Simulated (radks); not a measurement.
Species: neutral terbium. Configuration: [Kr] 4d10 4f9 5s2 5p5.75 6s2 5d0.25 (fractional occupations, a model configuration). Calculated with a radial shooting solver on a logarithmic mesh with Libxc functionals: scalar-relativistic Kohn-Sham, OLYP, spin-unpolarised, spherical densities, finite nucleus; Fermi nuclear charge, rms radius 5.06 fm.

Normalised radial functions P(r) = r R(r), r in bohr:

```
   r/bohr * 4d (the largest magnitude, 1.4, reaches the edge; | marks zero)
0.0007707                             *
0.0009044                             *
  0.00107                             *
 0.001256                             *
 0.001485                             *
 0.001743                             *
 0.002045                             *
 0.002419                             *
 0.002839                             *
 0.003332                             *
 0.003941                             *
 0.004625                             *
 0.005471                             *
 0.006421                             *
 0.007535                             *
 0.008913                             *
  0.01046                             *
  0.01227                             *
  0.01452                             *
  0.01704                             *
  0.02016                             |*
  0.02365                             |*
  0.02776                             |*
  0.03284                             | *
  0.03853                             |  *
  0.04558                             |   *
  0.05349                             |    *
  0.06277                             |      *
  0.07426                             |        *
  0.08714                             |          *
   0.1023                             |            *
    0.121                             |              *
    0.142                             |               *
   0.1679                             |             *
   0.1971                             |          *
   0.2313                             |    *
   0.2736                           * |
    0.321                  *          |
   0.3767           *                 |
   0.4457     *                       |
    0.523  *                          |
   0.6186   *                         |
    0.726      *                      |
    0.852            *                |
    1.008                 *           |
    1.183                      *      |
    1.399                         *   |
    1.642                           * |
    1.927                            *|
    2.279                             *
    2.675                             *
    3.139                             *
    3.713                             *
    4.357                             *
    5.154                             *
    6.048                             *
    7.098                             *
    8.396                             *
    9.853                             *
    11.56                             *
    13.68                             *
    16.05                             *
    18.99                             *
    22.28                             *
```

4d: eigenvalue -148.18 eV, 1 radial node at r = 0.261 bohr, <r> = 0.623 bohr, 90 % of the charge inside 0.937 bohr.
